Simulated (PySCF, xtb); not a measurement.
PbS, SMILES [S]=[Pb] (connectivity only; charge and spin as stated), neutral, multiplicity 1.

Harmonic wavenumbers (cm⁻¹) from GFN2-xTB (xtb 6.7.1) at its own minimum, in rising order: 441.

**Question.** What does PBE0-D3(BJ)/def2-TZVP in PySCF give at its own minimum? (Estimate from the structure and the level; the computed values follow.)

**Answer.** 454. Paired by order, the mean absolute difference is 13 cm⁻¹ and the zero-point energies are 0.6 and 0.6 kcal/mol.
